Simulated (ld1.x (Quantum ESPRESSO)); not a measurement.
What one change does to a pseudopotential (O, ultrasoft)

ld1.x (Quantum ESPRESSO) 7.5 input, shortened:

```
&input
   title='O', zed=8., rel=1, dft='PBESOL', iswitch=3,
   config='[He] 2s2 2p1'
 /
 &inputp
   pseudotype=3, tm=.true., lloc=-2, rcloc=0.85,
   nlcc=.true., new_core_ps=.true., rcore=0.65,
   which_augfun='PSQ', rmatch_augfun=0.40
 /
4
2S  1  0   2.00   0.00  0.55  0.70  0.0
2S  1  0   0.00  -3.60  0.55  0.70  0.0
2P  2  1   1.00   0.00  1.55  1.95  0.0
2P  2  1   0.00   0.45  1.55  1.95  0.0
 &test
   configts(1)='2s2 2p1'
 /
```

Change: functional revPBE.

Cutoffs: the cutoffs (Ry, on a coarse ladder) from which the occupation-weighted sum of valence levels, in a spherical-Bessel basis at the reference potential, stays within 10 and 1 mRy of its value at 400 Ry; they do not see the model core or the augmentation charge, which bear on the density cutoff. Errors are all-electron minus pseudo energies relative to the spin-unpolarised reference configuration.

Problem. What does the change do?

Solution. The potential gets neither clearly harder nor softer (70 Ry and 140 Ry → 70 Ry and 140 Ry); of the 7 tests that both files solve, the error grows in 5 and shrinks in 0 by more than 15 % and 0.3 meV (median size 187.1 → 203.6 meV); neither file shows a bound ghost.

```csv
quantity,base,changed
"cutoff, loose",70 Ry,70 Ry
"cutoff, tight",140 Ry,140 Ry
bound ghosts,none,none
"error for 2s2 2p4, meV [ΔE -103.54 → -103.68 eV]",+187,+204
"error for 2s2 2p3, meV [ΔE -87.18 → -87.31 eV]",+88,+105
"error for 2s2 2p2, meV [ΔE -53.71 → -53.79 eV]",+26,+34
"error for 2s0 2p6, meV [ΔE -73.80 → -73.57 eV]",+737,+997
"error for 2s2 2p3.5, meV [ΔE -97.29 → -97.43 eV]",+134,+152
"error for 2s1 2p5, meV [ΔE -88.69 → -88.64 eV]",+410,+516
"error for 2s1 2p4, meV [ΔE -72.05 → -71.98 eV]",+301,+408
s: phases at 2.15 bohr within 0.05 rad from the reference energy up to (Ry; the scan ends near 5),to the end of the scan,to the end of the scan
p: phases at 2.15 bohr within 0.05 rad from the reference energy up to (Ry; the scan ends near 5),to the end of the scan,to the end of the scan
lowest overlap eigenvalue by channel,"s 0.57, p 0.73","s 0.57, p 0.73"
```
